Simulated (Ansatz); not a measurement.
## [InH4]− (SMILES [H][In-]([H])([H])[H]): methods side by side

[InH4]− has 5 atoms, charge -1, and is taken as a singlet. SMILES: `[H][In-]([H])([H])[H]`. The shape comes from GFN2-xTB, which is rough for such elements, and wasn't checked as a minimum.

```xyz
5

In    0.0000    0.0000    0.0000
H     0.5606   -0.0313    1.2846
H     1.4005   -0.0174    0.0626
H    -0.9720    0.7656   -0.6592
H    -0.9891   -0.7169   -0.6880
```

Each level gives the energy change with the In1–H5 bond stretched from 1.402 to 1.753 Å (eV). The values are calculated.

```json
{"level": "HF/STO-3G (restricted)", "kind": "Hartree–Fock", "program": "Ansatz", "value (eV)": "-0.56", "less FCI/STO-3G": "+0.03"}
{"level": "SVWN5/STO-3G (restricted)", "kind": "LDA", "program": "Ansatz", "value (eV)": "-0.10", "less FCI/STO-3G": "+0.49"}
{"level": "BLYP/STO-3G (restricted)", "kind": "GGA", "program": "Ansatz", "value (eV)": "-0.31", "less FCI/STO-3G": "+0.28"}
{"level": "PBE0/STO-3G (restricted)", "kind": "global hybrid", "program": "Ansatz", "value (eV)": "-0.32", "less FCI/STO-3G": "+0.27"}
{"level": "CAM-B3LYP/STO-3G (restricted)", "kind": "range-separated hybrid", "program": "Ansatz", "value (eV)": "-0.26", "less FCI/STO-3G": "+0.33"}
{"level": "RPA@PBE/STO-3G (restricted)", "kind": "RPA", "program": "Ansatz", "value (eV)": "-0.58", "less FCI/STO-3G": "+0.01"}
{"level": "CCSDT(Q)/STO-3G (restricted)", "kind": "coupled cluster or CI", "program": "Ansatz", "value (eV)": "-0.59", "less FCI/STO-3G": "0.00"}
{"level": "CCSDTQ/STO-3G (restricted)", "kind": "coupled cluster or CI", "program": "Ansatz", "value (eV)": "-0.59", "less FCI/STO-3G": "0.00"}
{"level": "FCI/STO-3G", "kind": "exact in the basis", "program": "Ansatz", "value (eV)": "-0.59", "less FCI/STO-3G": "0.00"}
```

FCI/STO-3G is exact within its basis and frozen core, so for wave-function methods in that basis the difference is their error; functionals converge differently with the basis, so for them it is only a difference. All-electron rows without a relativistic Hamiltonian named are non-relativistic. Sets without diffuse functions describe the anion poorly. The first shape isn't each level's own minimum. The values span -0.59 to -0.10 eV. All rows use very small basis sets, so none should be taken for the real molecule's value. In the correlated wave-function rows the outer d shell of In is correlated, in sets not made for it.
